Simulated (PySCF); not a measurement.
# Molecular orbitals of WO⁻

ωB97M-V at R = 1.713 Å; basis W def2-TZVPPD with ECP60, O def2-TZVPPD; scalar-relativistic core potentials; PySCF 2.14. State: ⁴Π (quartet), unpaired electrons π ↑, δ ↑↑. Only the outer orbitals are listed, counted within each symmetry, core potentials removing the inner ones.

```csv
spin,orbital,occ.,ε (eV),on W (%),main shells (%)
α,4σ,1,-22.41,15,85 O s
α,5σ,1,-7.46,24,"68 O p, 22 W d, 8 O s"
α,2π,1,-7.32,30,"70 O p, 29 W d"
α,2π,1,-6.93,26,"73 O p, 24 W d"
α,6σ,1,-3.18,117,"104 W s, 13 W d"
α,1δ,1,-3.15,100,100 W d
α,1δ,1,-3.13,101,97 W d
α,3π,1,-1.14,84,"49 W d, 35 W p, 16 O p"
α,3π,0,3.97,109,"100 W p, 9 W d"
α,7σ,0,4.19,78,"61 W p, 22 O s, 16 W d"
β,1π,1,-40.57,100,100 W p
β,1π,1,-40.07,100,100 W p
β,4σ,1,-22.47,14,85 O s
β,5σ,1,-7.40,20,"72 O p, 17 W d"
β,2π,1,-6.97,19,"81 O p, 16 W d"
β,2π,1,-6.76,18,"82 O p, 15 W d"
β,6σ,1,-1.66,130,125 W s
β,3π,0,4.20,110,105 W p
```

Q: Which are the highest filled and the lowest empty level, where do they sit, and how wide is the gap?

A: Highest filled α 3π at -1.14 eV (in %: 49 W d, 35 W p, 16 O p); lowest empty α 3π at 3.97 eV (in %: 100 W p, 9 W d); the gap at ωB97M-V is 5.11 eV. Both belong to one degenerate shell, split only by its one-sided filling, so this is no excitation gap. An empty level above zero is unbound, and its energy depends on the basis.

| Property | Result |
| --- | --- |
| bond order (Mayer) | 0.86 |
| ⟨S²⟩ | 3.801 |
| charge on W (Mulliken, basis-dependent) | -0.89 |
| charge on W (Löwdin, basis-dependent) | -0.22 |
| dipole moment (positive dipole points towards O; it is taken about the centre of mass and depends on that origin) | -1.26 D |

Shares are Mulliken populations and can fall outside 0 to 100 %.

Spin–orbit coupling is left out. With d or f electrons several states lie close, and the lowest PBE0 determinant need not be the measured ground state.
